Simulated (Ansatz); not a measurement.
`BOB[SiH2][AlH2]` + `[OH][AlH2]` → `[AlH2][O][SiH2][AlH2]` + `BOB` at 600 K and 1 bar (cleavage of the Si–B bond).

Gas-phase electronic energies from Ansatz, PBE0-D4/def2-TZVP geometries. CCSD(T)/CBS is the MP2 limit (def2-TZVPP, def2-QZVPP) plus CCSD(T) − MP2 in def2-TZVPP, frozen cores. This one scheme is used for every species. Each species was taken in one conformer, which may not be the lowest.

```csv
species,CCSD(T)/CBS energy (Eh),H − E (kJ/mol),S (J/(mol·K))
`BOB[SiH2][AlH2]`,-660.09328,258.8,523.7
`[OH][AlH2]`,-319.03157,103.2,300.4
`[AlH2][O][SiH2][AlH2]`,-851.94680,197.4,503.7
`BOB`,-127.21702,160.7,318.5
```

H − E and S are ideal-gas, rigid-rotor, harmonic terms from PBE0-D4/def2-TZVP, for one conformer and one mirror image of each species. 1 Eh = 2625.50 kJ/mol, R = 8.31446 J/(mol·K).

Task: By hand: ΔE, ΔH, ΔS and ΔG.

Result: ΔE = (-851.94680) + (-127.21702) − (-660.09328) − (-319.03157) = -0.03897 Eh = -102.3 kJ/mol. Δ(H − E) = 197.4 + 160.7 − 258.8 − 103.2 = -3.9, so ΔH = -106.2 kJ/mol. ΔS = 503.7 + 318.5 − 523.7 − 300.4 = -1.9 J/(mol·K). ΔG = -106.2 − 600 × (-1.9)/1000 = -105.1 kJ/mol.

Task: By hand: the equilibrium constant, and the temperature at which ΔG would vanish if ΔH and ΔS stayed fixed.

Result: log₁₀ K = −ΔG/(RT ln 10) = 9.1. ΔG = 0 at ΔH/ΔS = 55895 K, far beyond where these terms or the molecules hold.

The number of gas molecules stays the same, so ΔS is small and ΔH decides. A doubt of 5 kJ/mol in ΔE shifts log₁₀ K by 0.4 here. Other conformers and mirror images would add mixing entropy, several J/(mol·K) or more a flexible species. Modes under 60 cm⁻¹, often nearly free rotors, make the harmonic entropy too high. These are equilibria of isolated gas molecules and say nothing of rates. Largest T1 diagnostic: 0.017 (customary marks: 0.02 for closed shells, 0.045 for open ones).
